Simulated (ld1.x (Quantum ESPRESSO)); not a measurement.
**Building the RRKJ potential for lithium (Li) (PBE, scalar-relativistic).**

```json
{
  "Element": "Li",
  "Generator": "ld1.x (Quantum ESPRESSO) 7.5",
  "Type": "norm-conserving RRKJ (Kleinman–Bylander form)",
  "Functional": "PBE",
  "Relativity": "scalar-relativistic",
  "Frozen core": "[He]",
  "Valence charge": "1",
  "Reference configuration": "2s1 2p0",
  "Partial waves": "2p (bound, empty): rc 4.20 bohr; 2s (bound): rc 2.65 bohr",
  "Local potential": "the s channel",
  "Core correction": "none",
  "rho0": "0.01"
}
```

All-electron outer shells of the reference configuration (PBE, scalar-relativistic, ld1.x):

| shell | level (eV) | outermost node (bohr) | outermost maximum (bohr) |
| --- | --- | --- | --- |
| 1s | -51.85 | – | 0.36 |
| 2s | -2.87 | 0.83 | 3.12 |
| 2p | -1.09 | – | 3.81 |

Problem. Estimate the cutoffs (Ry, on a coarse ladder) from which the occupation-weighted sum of valence levels, in a spherical-Bessel basis at the reference potential, stays within 10 and 1 mRy of its value at 400 Ry.

Solution. 6 Ry and 6 Ry.

Problem. Does the potential have ghost states?

Solution. No extra level below or beside the all-electron valence levels (p, s, d, f tested).

Problem. Tests: 2s0.5 2p0; 2s0 2p1. Which has the largest error in its energy relative to the reference configuration, and how large is it?

Solution. 2s0.5 2p0, with +4.9 meV (all-electron minus pseudo) on +2.05 eV.
